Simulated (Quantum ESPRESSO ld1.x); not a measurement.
The run below uses ld1.x (Quantum ESPRESSO 7.5).

```
 &input
    zed=9.0,
    iswitch=1,
    rel=1,
    lsd=1,
    dft='PZ',
    config='1s1 2s2 2p5',
    verbosity='high',
    prefix='ld1',
    max_out_wfc=37,
    file_charge='ld1.rho',
 /
```

Command: `OMP_NUM_THREADS=1 ld1.x < ld1.in > ld1.out`

Standard output:

```
     Program LD1 v.7.5 starts

     --------------------------- All-electron run ----------------------------

     scalar relativistic calculation

     atomic number is  9.00
     dft =PZ   lsd =1 sic =0 latt =0  beta=0.20 tr2=1.0E-14
     Exchange-correlation= PZ
                           (   1   1   0   0   0   0   0)
     mesh =1851 r(mesh) =  99.76081 a.u. xmin = -8.00 dx = 0.00800
     1 Ry =  13.60569312 eV, c = 137.03599908

     n l     nl                  e(Ry)          e(Ha)          e(eV)
     1 0     1S 1( 1.00)     -56.134910541     -28.067455271   -763.7543663
     2 0     2S 1( 1.00)      -3.875741806      -1.937870903    -52.7321536
     2 1     2P 1( 3.00)      -2.545203687      -1.272601844    -34.6292603
     1 0     1S 2( 0.00)     -52.710936996     -26.355468498   -717.1688330
     2 0     2S 2( 1.00)      -3.585097116      -1.792548558    -48.7777312
     2 1     2P 2( 2.00)      -2.282053948      -1.141026974    -31.0489257

     final scf error:  4.9E-15 reached in  22 iterations

     Etot =    -147.497026 Ry,     -73.748513 Ha,   -2006.799269 eV
     Total magnetization:    2.00 Bohr mag.

     Ekin =     147.038571 Ry,      73.519286 Ha,    2000.561679 eV
     Encl =    -355.402833 Ry,    -177.701417 Ha,   -4835.501883 eV
     Eh   =      76.775813 Ry,      38.387907 Ha,    1044.588152 eV
     Exc  =     -15.908577 Ry,      -7.954288 Ha,    -216.447217 eV

     normalization and overlap integrals

     s(1S/1S) =  1.000000  <r> =   0.1703  <r2> =    0.0390  r(max) =   0.1120
     s(1S/2S) = -0.000323
     s(2S/2S) =  1.000000  <r> =   0.9014  <r2> =    0.9803  r(max) =   0.7052
     s(2P/2P) =  1.000000  <r> =   0.8635  <r2> =    0.9606  r(max) =   0.5962
     s(1S/1S) =  1.000000  <r> =   0.1746  <r2> =    0.0411  r(max) =   0.1138
     s(1S/2S) = -0.000306
     s(2S/2S) =  1.000000  <r> =   0.9345  <r2> =    1.0553  r(max) =   0.7282
     s(2P/2P) =  1.000000  <r> =   0.9116  <r2> =    1.0736  r(max) =   0.6205

     ------------------------ End of All-electron run ------------------------
```

Run on one thread of a shared host, so times are rough (Intel(R) Xeon(R) Processor @ 2.60GHz): 0.56 s of CPU time, 0.59 s wall, 22 iterations on 1851 mesh points.
